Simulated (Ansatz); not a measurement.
Input file for Ansatz (a program for electronic structure): R-CCSD(T)/def2-TZVPP on H2OPb (SMILES [OH][PbH]), a point of a bond scan (R = 0.964 Å). Elements past Kr take the def2 small-core potentials; no spin–orbit coupling. The run froze 10 orbitals, filled d shells among them.

Ansatz 0.2 input:
```yaml
crystal:
  periodic: [false, false, false]
  atoms:
    - {symbol: Pb, position_ang: [-0.12011852, -0.10155163, 0.14050756]}
    - {symbol: H, position_ang: [-1.48640490, 0.02135024, -1.14319190]}
    - {symbol: O, position_ang: [1.29889476, 0.89352213, -1.05799410]}
    - {symbol: H, position_ang: [0.94496580, 1.15770660, -1.91447494]}
basis:
  gaussian:
    orbitals: def2-TZVPP
    pivot_positions_ang: [[-0.12011852, -0.10155163, 0.14050756], [-1.48640490, 0.02135024, -1.14319190], [1.29889476, 0.89352213, -1.05799410], [0.94496580, 1.15770660, -1.91447494]]
magnetization: {spin_polarized: false}
correlation: {method: ccsd_t, electrons: outside_noble_gas}
scf: {lower_state_search: off}
output: {orbitals: {seedname: ./end}}
```

The log:

```
WARN ansatz: RAYON_NUM_THREADS=1 ignored (pool sized by the plan → 1); use --threads N
Functional definition: HF
these checks for a lower state are left out or cut short: stability, starts, cluster_reference, orbital_swaps, neighbouring_geometries, increment
integrals: 0.14 GiB planned
911 factors; integrals over basis functions are off by at most 3.1e-4 eV
mean field: 0.22 GiB planned
mean field evaluation 1: about -7286.0144 eV, gradient 4.3e1 eV
mean field evaluation 2: about -7286.0146 eV, gradient 4.3e1 eV
mean field evaluation 4: about -7289.4720 eV, gradient 2.4e0 eV
mean field evaluation 8: about -7289.5031 eV, gradient 1.4e-3 eV
mean field -7289.50310049 eV, -267.8842979402 hartree, gradient 2.1e-6 eV, S^2 0.000000; 0 other end points of the search recorded, 0 dependent functions left out
10 core orbitals not correlated, not the lowest: weight in the atoms' cores, before any rotation towards them, 0.936 or more for the frozen orbitals, at most 0.084 for the correlated occupied ones
reference -7289.50310049 eV, -267.8842979402 hartree; 6, 6 occupied and 93, 93 virtual orbitals, 911 factors
second order -9.14825704 eV of doubles, -0.00000000 eV of singles
coupled cluster: 0.40 GiB planned
cycle   1  -9.09282596 eV  change    5.5e-2 eV  update   9.8e-2
cycle   2  -9.36770461 eV  change   -2.7e-1 eV  update   3.9e-2
cycle   3  -9.47759094 eV  change   -1.1e-1 eV  update   2.3e-2
cycle   4  -9.46939320 eV  change    8.2e-3 eV  update   7.6e-3
cycle   5  -9.46638880 eV  change    3.0e-3 eV  update   4.1e-3
cycle   6  -9.46831798 eV  change   -1.9e-3 eV  update   1.7e-3
cycle   7  -9.46777137 eV  change    5.5e-4 eV  update   6.6e-4
cycle   8  -9.46762449 eV  change    1.5e-4 eV  update   1.9e-4
cycle   9  -9.46770667 eV  change   -8.2e-5 eV  update   7.7e-5
cycle  10  -9.46770399 eV  change    2.7e-6 eV  update   2.8e-5
cycle  11  -9.46769670 eV  change    7.3e-6 eV  update   1.3e-5
perturbative correction -0.35144320 eV, -0.0129152994 hartree
Total energy: -7299.32224039 eV, -268.2451446759 hartree
Checks for a lower state left out: stability, starts, cluster_reference, orbital_swaps, neighbouring_geometries, increment
```

The run converged.

Cost: very roughly 4 core-seconds.
